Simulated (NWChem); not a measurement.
Species: Ba

Program: NWChem. def2 effective core potentials on Ba; no spin-orbit coupling. Static field.

```tsv
level	isotropic polarisability (bohr³)	anisotropy (bohr³)
PBE/def2-SVPD	265.4	0.0
B3LYP/def2-SVPD	251.2	0.0
LC-BLYP (range parameter 0.33 per bohr)/def2-SVPD	255.9	0.0
LDA (Slater exchange, VWN5)/def2-SVPD	237.2	0.0
```
